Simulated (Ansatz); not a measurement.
Species: C₅H₁₁O (charge 0, doublet). It need not be the lowest isomer of its formula. 
Structure (B3LYP-D3(BJ)/def2-TZVP (Ansatz, a program for electronic structure) minimum search):
```xyz
17

C      2.7969     0.1087     0.4924
C      1.9378    -0.3971    -0.6092
C      0.5948     0.1872    -0.8723
C     -0.4799    -0.2556     0.1441
C     -1.8403     0.3596    -0.1488
O     -2.8284     0.0151     0.8167
H      3.8371    -0.1988     0.3716
H      2.4717    -0.2608     1.4776
H      2.7671     1.2016     0.5517
H      2.1919    -1.3420    -1.0752
H      0.2577    -0.0822    -1.8778
H      0.6570     1.2824    -0.8423
H     -0.1758     0.0248     1.1554
H     -0.5618    -1.3481     0.1268
H     -2.1694     0.0794    -1.1583
H     -1.7739     1.4488    -0.1197
H     -2.9310    -0.9428     0.8195
```
Charge 0, spin multiplicity 2.

Total electronic energies in hartree. Valence correlation only, unless marked. UHF or UKS for open shells. Spin-orbit coupling is left out. No relativistic terms. CBS marks a two-point X^-3 extrapolation of the correlation energy; Hartree-Fock from the larger set. The bracket is a focal-point correction in the basis named.

```
level                                                     program  energy (Eh)
-------------------------------------------------  --------------  -----------
BLYP-D3(BJ)/def2-TZVPD                             Ansatz + dftd3   -272.31108
B3LYP/def2-TZVPD                                           Ansatz   -272.42961
PBE0/def2-SVP                                              Ansatz   -271.79153
PBE0-D3(BJ)/def2-TZVP                              Ansatz + dftd3   -272.10265
PBE0-D3(BJ)/def2-TZVPD                             Ansatz + dftd3            ?
r2SCAN0-D4/def2-TZVPD                              Ansatz + dftd4   -272.23638
wB97X-V/def2-TZVPD                                         Ansatz            ?
B2GP-PLYP-D3(BJ)/def2-TZVPD                        Ansatz + dftd3            ?
PBE-QIDH/def2-TZVPD                                        Ansatz   -272.04798
MP2/STO-3G                                                 Ansatz   -267.50372
SCS-MP2/6-31G*                                             Ansatz   -271.34778
CCSD/cc-pVDZ                                               Ansatz   -271.52838
CCSD/cc-pwCVTZ                                             Ansatz   -271.81585
CCSD(T)/6-31G*                                             Ansatz   -271.45043
RI-MP2/CBS(cc-pVTZ,cc-pVQZ)+[CCSD(T)-MP2]/cc-pVTZ          Ansatz    -271.9889
```

Task: Some entries are withheld; supply them.

Result: 
- PBE0-D3(BJ)/def2-TZVPD, energy (Eh): -272.10482
- wB97X-V/def2-TZVPD, energy (Eh): -272.33674
- B2GP-PLYP-D3(BJ)/def2-TZVPD, energy (Eh): -272.12128
